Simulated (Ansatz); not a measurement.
Input file for Ansatz (an electronic-structure program): R-PBE0/def2-TZVPP on CsNa, 2S+1 = 1, a spin state set in the input, which need not be the lowest. Elements past Kr take the def2 small-core potentials; no spin–orbit coupling.

Ansatz 0.2 input:
```yaml
crystal:
  periodic: [false, false, false]
  atoms:
    - {symbol: Na, position_ang: [0.00000000, 0.00000000, 0.00000000]}
    - {symbol: Cs, position_ang: [0.00000000, 0.00000000, 3.89500000]}
basis:
  gaussian:
    orbitals: def2-TZVPP
hamiltonian:
  xc: {name: PBE0}
relax: {f_tol: 0.002, max_steps: 120}
```

It printed:

```
WARN ansatz: RAYON_NUM_THREADS=1 ignored (pool sized by the plan → 1); use --threads N
Functional definition: PBE0
integrals: 0.02 GiB planned
526 factors; their error is unknown
mean field: 0.16 GiB planned
mean field evaluation 1: about -4961.3838 eV, gradient 5.7e0 eV
mean field evaluation 2: about -4961.3343 eV, gradient 6.3e0 eV
mean field evaluation 4: about -4961.5822 eV, gradient 1.4e-1 eV
mean field evaluation 8: about -4961.6297 eV, gradient 3.3e-3 eV
mean field -4961.62974818 eV, -182.3365301322 hartree, gradient 1.5e-5 eV, S^2 0.000000; 0 other end points of the search recorded, 0 dependent functions left out
the calculation of the forces begins
reference -4961.62977536 eV, -182.3365311311 hartree; 10, 10 occupied and 58, 58 virtual orbitals, 526 factors
relax step   1: F+E_penalty+E_count = -4961.62974818 eV  Δ(F+E_penalty+E_count) = +0.000e0 eV  max|allowed force component| = 7.045e-3 eV/Å  Δτ_max = 0.0000 Å  (27 SCF iters, accepted)
these checks for a lower state are left out or cut short: starts, cluster_reference, orbital_swaps, neighbouring_geometries, increment
integrals: 0.02 GiB planned
526 factors; their error is unknown
mean field: 0.16 GiB planned
mean field evaluation 16: about -4961.6298 eV, gradient 1.9e-2 eV
mean field -4961.62975507 eV, -182.3365303854 hartree, gradient 2.6e-5 eV, S^2 0.000000; 0 other end points of the search recorded, 0 dependent functions left out
the calculation of the forces begins
reference -4961.62978226 eV, -182.3365313844 hartree; 10, 10 occupied and 58, 58 virtual orbitals, 526 factors
relax step   2: F+E_penalty+E_count = -4961.62975507 eV  Δ(F+E_penalty+E_count) = -6.891e-6 eV  max|allowed force component| = 6.328e-3 eV/Å  Δτ_max = 0.0005 Å  (20 SCF iters, accepted)
these checks for a lower state are left out or cut short: starts, cluster_reference, orbital_swaps, neighbouring_geometries, increment
integrals: 0.02 GiB planned
526 factors; their error is unknown
mean field: 0.16 GiB planned
mean field -4961.62978399 eV, -182.3365314481 hartree, gradient 6.5e-5 eV, S^2 0.000000; 0 other end points of the search recorded, 0 dependent functions left out
the calculation of the forces begins
reference -4961.62981119 eV, -182.3365324476 hartree; 10, 10 occupied and 58, 58 virtual orbitals, 526 factors
relax step   3: F+E_penalty+E_count = -4961.62978399 eV  Δ(F+E_penalty+E_count) = -2.892e-5 eV  max|allowed force component| = 5.070e-5 eV/Å  Δτ_max = 0.0046 Å  (29 SCF iters, accepted)
integrals: 0.02 GiB planned
526 factors; their error is unknown
mean field: 0.16 GiB planned
mean field evaluation 32: about -4961.5823 eV, gradient 4.5e-2 eV
mean field -4961.62978399 eV, -182.3365314481 hartree, gradient 6.5e-5 eV, S^2 0.000000; 1 other end points of the search recorded, 0 dependent functions left out
the calculation of the forces begins
reference -4961.62981119 eV, -182.3365324476 hartree; 10, 10 occupied and 58, 58 virtual orbitals, 526 factors
Total energy: -4961.62981119 eV, -182.3365324476 hartree
Atom 0 at     0.000000     0.000000    -0.005066 Å, force     0.000000     0.000000    -0.000051 eV/Å
Atom 1 at    -0.000000    -0.000000     3.900066 Å, force    -0.000000    -0.000000     0.000051 eV/Å
Dipole moment:     0.000000     0.000000     0.973397 e Å
```

Self-consistency was reached.

Cost: about 3 core-seconds (a rough figure).
